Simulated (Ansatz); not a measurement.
Job for Ansatz (a program for electronic structure): R-B3LYP-D3(BJ)/def2-TZVP on H2HfO2 (SMILES [OH][Hf][OH]), 2S+1 = 1, a spin state set in the input, which need not be the lowest. Elements past Kr take the def2 small-core potentials; no spin–orbit coupling.

Ansatz 0.2 input:
```yaml
crystal:
  periodic: [false, false, false]
  atoms:
    - {symbol: Hf, position_ang: [-0.00935079, 0.10434982, -0.00216551]}
    - {symbol: O, position_ang: [1.41137633, -0.20078683, -1.12556586]}
    - {symbol: H, position_ang: [1.79360574, 0.68200861, -1.50728826]}
    - {symbol: O, position_ang: [-1.41551900, -0.57870632, 1.02207548]}
    - {symbol: H, position_ang: [-1.83398343, 0.02288128, 1.55572993]}
basis:
  gaussian:
    orbitals: def2-TZVP
hamiltonian:
  xc: b3lyp
  dispersion: d3bj
relax: {f_tol: 0.005, max_steps: 120}
```

The log:

```
WARN ansatz: RAYON_NUM_THREADS=1 ignored (pool sized by the plan → 1); use --threads N
Functional definition: B3LYP
integrals: 0.03 GiB planned
763 factors; their error is unknown
mean field: 0.32 GiB planned
mean field evaluation 1: about -5422.7121 eV, gradient 9.1e1 eV
mean field evaluation 2: about -5250.6400 eV, gradient 2.6e2 eV
mean field evaluation 4: about -5435.9032 eV, gradient 1.1e1 eV
mean field evaluation 8: about -5436.2172 eV, gradient 1.7e-1 eV
mean field evaluation 16: about -5436.2286 eV, gradient 4.7e-4 eV
mean field -5436.22864921 eV, -199.7777180502 hartree, gradient 2.5e-5 eV, S^2 0.000000; 0 other end points of the search recorded, 0 dependent functions left out
the calculation of the forces begins
reference -5436.22888639 eV, -199.7777267664 hartree; 15, 15 occupied and 99, 99 virtual orbitals, 763 factors
relax step   1: F+E_penalty+E_count = -5436.36203514 eV  Δ(F+E_penalty+E_count) = +0.000e0 eV  max|allowed force component| = 4.122e0 eV/Å  Δτ_max = 0.0000 Å  (29 SCF iters, accepted)
these checks for a lower state are left out or cut short: starts, cluster_reference, orbital_swaps, neighbouring_geometries, increment
integrals: 0.03 GiB planned
763 factors; their error is unknown
mean field: 0.32 GiB planned
mean field -5436.94486767 eV, -199.8040385934 hartree, gradient 2.3e-5 eV, S^2 0.000000; 0 other end points of the search recorded, 0 dependent functions left out
the calculation of the forces begins
reference -5436.94510920 eV, -199.8040474692 hartree; 15, 15 occupied and 99, 99 virtual orbitals, 763 factors
relax step   2: F+E_penalty+E_count = -5437.07672238 eV  Δ(F+E_penalty+E_count) = -7.147e-1 eV  max|allowed force component| = 1.050e0 eV/Å  Δτ_max = 0.1961 Å  (36 SCF iters, accepted)
these checks for a lower state are left out or cut short: starts, cluster_reference, orbital_swaps, neighbouring_geometries, increment
integrals: 0.03 GiB planned
763 factors; their error is unknown
mean field: 0.32 GiB planned
mean field evaluation 32: about -5437.0289 eV, gradient 1.5e-4 eV
mean field -5437.02891379 eV, -199.8071272314 hartree, gradient 2.2e-5 eV, S^2 0.000000; 0 other end points of the search recorded, 0 dependent functions left out
the calculation of the forces begins
reference -5437.02915520 eV, -199.8071361027 hartree; 15, 15 occupied and 99, 99 virtual orbitals, 763 factors
relax step   3: F+E_penalty+E_count = -5437.16116743 eV  Δ(F+E_penalty+E_count) = -8.445e-2 eV  max|allowed force component| = 9.312e-1 eV/Å  Δτ_max = 0.1950 Å  (37 SCF iters, accepted)
these checks for a lower state are left out or cut short: starts, cluster_reference, orbital_swaps, neighbouring_geometries, increment
integrals: 0.03 GiB planned
763 factors; their error is unknown
mean field: 0.32 GiB planned
mean field -5437.15347808 eV, -199.8117048845 hartree, gradient 1.3e-5 eV, S^2 0.000000; 0 other end points of the search recorded, 0 dependent functions left out
the calculation of the forces begins
reference -5437.15371377 eV, -199.8117135458 hartree; 15, 15 occupied and 99, 99 virtual orbitals, 763 factors
relax step   4: F+E_penalty+E_count = -5437.28544460 eV  Δ(F+E_penalty+E_count) = -1.243e-1 eV  max|allowed force component| = 2.008e-1 eV/Å  Δτ_max = 0.1771 Å  (37 SCF iters, accepted)
these checks for a lower state are left out or cut short: starts, cluster_reference, orbital_swaps, neighbouring_geometries, increment
integrals: 0.03 GiB planned
763 factors; their error is unknown
mean field: 0.32 GiB planned
mean field -5437.18103298 eV, -199.8127175084 hartree, gradient 1.1e-5 eV, S^2 0.000000; 0 other end points of the search recorded, 0 dependent functions left out
the calculation of the forces begins
reference -5437.18126668 eV, -199.8127260965 hartree; 15, 15 occupied and 99, 99 virtual orbitals, 763 factors
relax step   5: F+E_penalty+E_count = -5437.31292500 eV  Δ(F+E_penalty+E_count) = -2.748e-2 eV  max|allowed force component| = 5.805e-1 eV/Å  Δτ_max = 0.0911 Å  (37 SCF iters, accepted)
these checks for a lower state are left out or cut short: starts, cluster_reference, orbital_swaps, neighbouring_geometries, increment
integrals: 0.03 GiB planned
763 factors; their error is unknown
mean field: 0.32 GiB planned
mean field -5437.22987476 eV, -199.8145124105 hartree, gradient 9.7e-6 eV, S^2 0.000000; 0 other end points of the search recorded, 0 dependent functions left out
the calculation of the forces begins
reference -5437.23010595 eV, -199.8145209068 hartree; 15, 15 occupied and 99, 99 virtual orbitals, 763 factors
relax step   6: F+E_penalty+E_count = -5437.36147074 eV  Δ(F+E_penalty+E_count) = -4.855e-2 eV  max|allowed force component| = 5.980e-1 eV/Å  Δτ_max = 0.1149 Å  (35 SCF iters, accepted)
these checks for a lower state are left out or cut short: starts, cluster_reference, orbital_swaps, neighbouring_geometries, increment
integrals: 0.03 GiB planned
763 factors; their error is unknown
mean field: 0.32 GiB planned
mean field evaluation 64: about -5437.2672 eV, gradient 4.1e-5 eV
mean field -5437.26715343 eV, -199.8158823766 hartree, gradient 8.4e-6 eV, S^2 0.000000; 0 other end points of the search recorded, 0 dependent functions left out
the calculation of the forces begins
reference -5437.26738308 eV, -199.8158908160 hartree; 15, 15 occupied and 99, 99 virtual orbitals, 763 factors
relax step   7: F+E_penalty+E_count = -5437.39833068 eV  Δ(F+E_penalty+E_count) = -3.686e-2 eV  max|allowed force component| = 1.094e0 eV/Å  Δτ_max = 0.0804 Å  (36 SCF iters, accepted)
these checks for a lower state are left out or cut short: starts, cluster_reference, orbital_swaps, neighbouring_geometries, increment
integrals: 0.03 GiB planned
763 factors; their error is unknown
mean field: 0.32 GiB planned
mean field -5437.37826678 eV, -199.8199657168 hartree, gradient 7.9e-6 eV, S^2 0.000000; 0 other end points of the search recorded, 0 dependent functions left out
the calculation of the forces begins
reference -5437.37849570 eV, -199.8199741293 hartree; 15, 15 occupied and 99, 99 virtual orbitals, 763 factors
relax step   8: F+E_penalty+E_count = -5437.50858283 eV  Δ(F+E_penalty+E_count) = -1.103e-1 eV  max|allowed force component| = 8.491e-1 eV/Å  Δτ_max = 0.1041 Å  (36 SCF iters, accepted)
these checks for a lower state are left out or cut short: starts, cluster_reference, orbital_swaps, neighbouring_geometries, increment
integrals: 0.03 GiB planned
763 factors; their error is unknown
mean field: 0.32 GiB planned
mean field -5437.28254163 eV, -199.8164478823 hartree, gradient 6.9e-6 eV, S^2 0.000000; 0 other end points of the search recorded, 0 dependent functions left out
the calculation of the forces begins
reference -5437.28277335 eV, -199.8164563981 hartree; 15, 15 occupied and 99, 99 virtual orbitals, 763 factors
relax step   9: F+E_penalty+E_count = -5437.41096371 eV  Δ(F+E_penalty+E_count) = +9.762e-2 eV  max|allowed force component| = 1.998e0 eV/Å  Δτ_max = 0.1984 Å  (43 SCF iters, rejected (line search))
these checks for a lower state are left out or cut short: starts, cluster_reference, orbital_swaps, neighbouring_geometries, increment
integrals: 0.03 GiB planned
763 factors; their error is unknown
mean field: 0.32 GiB planned
mean field -5437.47738238 eV, -199.8236081480 hartree, gradient 7.3e-6 eV, S^2 0.000000; 0 other end points of the search recorded, 0 dependent functions left out
the calculation of the forces begins
reference -5437.47761335 eV, -199.8236166359 hartree; 15, 15 occupied and 99, 99 virtual orbitals, 763 factors
relax step  10: F+E_penalty+E_count = -5437.60710689 eV  Δ(F+E_penalty+E_count) = -9.852e-2 eV  max|allowed force component| = 1.617e-1 eV/Å  Δτ_max = 0.0992 Å  (38 SCF iters, accepted)
these checks for a lower state are left out or cut short: starts, cluster_reference, orbital_swaps, neighbouring_geometries, increment
integrals: 0.03 GiB planned
763 factors; their error is unknown
mean field: 0.32 GiB planned
mean field evaluation 96: about -5437.4940 eV, gradient 2.2e-1 eV
mean field -5437.49408663 eV, -199.8242220176 hartree, gradient 8.6e-6 eV, S^2 0.000000; 0 other end points of the search recorded, 0 dependent functions left out
the calculation of the forces begins
reference -5437.49431870 eV, -199.8242305463 hartree; 15, 15 occupied and 99, 99 virtual orbitals, 763 factors
relax step  11: F+E_penalty+E_count = -5437.62363035 eV  Δ(F+E_penalty+E_count) = -1.652e-2 eV  max|allowed force component| = 1.058e-1 eV/Å  Δτ_max = 0.0875 Å  (35 SCF iters, accepted)
these checks for a lower state are left out or cut short: starts, cluster_reference, orbital_swaps, neighbouring_geometries, increment
integrals: 0.03 GiB planned
763 factors; their error is unknown
mean field: 0.32 GiB planned
mean field -5437.49617477 eV, -199.8242987555 hartree, gradient 2.2e-5 eV, S^2 0.000000; 0 other end points of the search recorded, 0 dependent functions left out
the calculation of the forces begins
reference -5437.49640659 eV, -199.8243072746 hartree; 15, 15 occupied and 99, 99 virtual orbitals, 763 factors
relax step  12: F+E_penalty+E_count = -5437.62577866 eV  Δ(F+E_penalty+E_count) = -2.148e-3 eV  max|allowed force component| = 1.088e-2 eV/Å  Δτ_max = 0.0226 Å  (31 SCF iters, accepted)
these checks for a lower state are left out or cut short: starts, cluster_reference, orbital_swaps, neighbouring_geometries, increment
integrals: 0.03 GiB planned
763 factors; their error is unknown
mean field: 0.32 GiB planned
mean field -5437.49624609 eV, -199.8243013764 hartree, gradient 9.0e-6 eV, S^2 0.000000; 0 other end points of the search recorded, 0 dependent functions left out
the calculation of the forces begins
reference -5437.49647792 eV, -199.8243098961 hartree; 15, 15 occupied and 99, 99 virtual orbitals, 763 factors
relax step  13: F+E_penalty+E_count = -5437.62589188 eV  Δ(F+E_penalty+E_count) = -1.132e-4 eV  max|allowed force component| = 1.440e-2 eV/Å  Δτ_max = 0.0045 Å  (31 SCF iters, accepted)
these checks for a lower state are left out or cut short: starts, cluster_reference, orbital_swaps, neighbouring_geometries, increment
integrals: 0.03 GiB planned
763 factors; their error is unknown
mean field: 0.32 GiB planned
mean field -5437.49646913 eV, -199.8243095732 hartree, gradient 1.3e-5 eV, S^2 0.000000; 0 other end points of the search recorded, 0 dependent functions left out
the calculation of the forces begins
reference -5437.49670178 eV, -199.8243181226 hartree; 15, 15 occupied and 99, 99 virtual orbitals, 763 factors
relax step  14: F+E_penalty+E_count = -5437.62625253 eV  Δ(F+E_penalty+E_count) = -3.607e-4 eV  max|allowed force component| = 5.518e-2 eV/Å  Δτ_max = 0.0281 Å  (31 SCF iters, accepted)
these checks for a lower state are left out or cut short: starts, cluster_reference, orbital_swaps, neighbouring_geometries, increment
integrals: 0.03 GiB planned
763 factors; their error is unknown
mean field: 0.32 GiB planned
mean field evaluation 128: about -5437.4966 eV, gradient 9.4e-6 eV
mean field -5437.49657330 eV, -199.8243134012 hartree, gradient 9.4e-6 eV, S^2 0.000000; 0 other end points of the search recorded, 0 dependent functions left out
the calculation of the forces begins
reference -5437.49680614 eV, -199.8243219578 hartree; 15, 15 occupied and 99, 99 virtual orbitals, 763 factors
relax step  15: F+E_penalty+E_count = -5437.62640335 eV  Δ(F+E_penalty+E_count) = -1.508e-4 eV  max|allowed force component| = 1.816e-3 eV/Å  Δτ_max = 0.0079 Å  (33 SCF iters, accepted)
these checks for a lower state are left out or cut short: starts, cluster_reference, orbital_swaps, neighbouring_geometries, increment
integrals: 0.03 GiB planned
763 factors; their error is unknown
mean field: 0.32 GiB planned
mean field -5437.49654678 eV, -199.8243124268 hartree, gradient 9.4e-6 eV, S^2 0.000000; 0 other end points of the search recorded, 0 dependent functions left out
the calculation of the forces begins
reference -5437.49677981 eV, -199.8243209902 hartree; 15, 15 occupied and 99, 99 virtual orbitals, 763 factors
relax step  16: F+E_penalty+E_count = -5437.62642124 eV  Δ(F+E_penalty+E_count) = -1.789e-5 eV  max|allowed force component| = 1.389e-3 eV/Å  Δτ_max = 0.0076 Å  (31 SCF iters, accepted)
integrals: 0.03 GiB planned
763 factors; their error is unknown
mean field: 0.32 GiB planned
mean field -5437.49654678 eV, -199.8243124268 hartree, gradient 5.5e-5 eV, S^2 0.000000; 1 other end points of the search recorded, 0 dependent functions left out
the calculation of the forces begins
reference -5437.49677981 eV, -199.8243209902 hartree; 15, 15 occupied and 99, 99 virtual orbitals, 763 factors
Total energy: -5437.62665426 eV, -199.8290937883 hartree
Atom 0 at    -0.051582     0.726859     0.081260 Å, force     0.000129     0.000214    -0.000100 eV/Å
Atom 1 at     1.381637     0.365842    -1.138110 Å, force     0.001389    -0.000865    -0.001194 eV/Å
Atom 2 at     1.966785    -0.172838    -1.667838 Å, force    -0.001093     0.000818     0.000955 eV/Å
Atom 3 at    -1.418271    -0.086914     1.149527 Å, force    -0.001291    -0.001002     0.000979 eV/Å
Atom 4 at    -1.932439    -0.803203     1.517947 Å, force     0.000866     0.000836    -0.000641 eV/Å
Dipole moment:     0.022550    -0.398992    -0.051271 e Å
```

The run converged.

Cost: around 25 core-seconds (rough).
